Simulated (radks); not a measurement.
Species: As. Configuration: [Ar] 3d10 4s2 4p3. Calculated with a radial shooting solver on a logarithmic mesh with Libxc functionals: non-relativistic Kohn-Sham, LDA (Slater exchange, VWN5 correlation), spin-polarised, spherical densities, point nucleus; open shells are filled with parallel spins first.

X-ray form factor f0, the Fourier transform of the density (f0(0) = 33):

sin(theta)/lambda (1/angstrom)  f0 (electrons)
0.05                                    32.282
0.1                                     30.491
0.15                                    28.316
0.2                                     26.217
0.25                                    24.334
0.3                                     22.645
0.4                                     19.619
0.5                                     16.886
0.6                                     14.449
0.8                                     10.688
1                                        8.357
1.25                                     6.764
1.5                                      5.854
2                                        4.532
